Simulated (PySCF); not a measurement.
```xyz
5
charge 0 multiplicity 1, angstrom
Ti    0.0000    0.0000    0.0000
Cl    1.2489    1.2489    1.2489
Cl   -1.2489    1.2489   -1.2489
Cl    1.2489   -1.2489   -1.2489
Cl   -1.2489   -1.2489    1.2489
```

All numbers come from PySCF, PBE0, basis Ti def2-TZVP, Cl def2-TZVP (no relativity, density fitting).

This geometry of TiCl4 is a stationary point at this level.

(1) What is the point group?

(2) Is it a minimum?

(3) List the harmonic modes with their infrared intensities.

(4) What is the atomisation energy, with and without zero-point energy?

Answers

(1) Td.

(2) Yes: all harmonic wavenumbers are real.

(3) 
| symmetry | ω (cm⁻¹) | IR (km/mol, summed over degenerate members) | type |
| --- | --- | --- | --- |
| e | 115 | 0.0 | bend |
| t2 | 137 | 1.6 | bend |
| a1 | 396 | 0.0 | stretch |
| t2 | 511 | 443 | mixed |

(4) 1727 kJ/mol without, 1711 kJ/mol with.

Other isomers or separated fragments may lie lower.
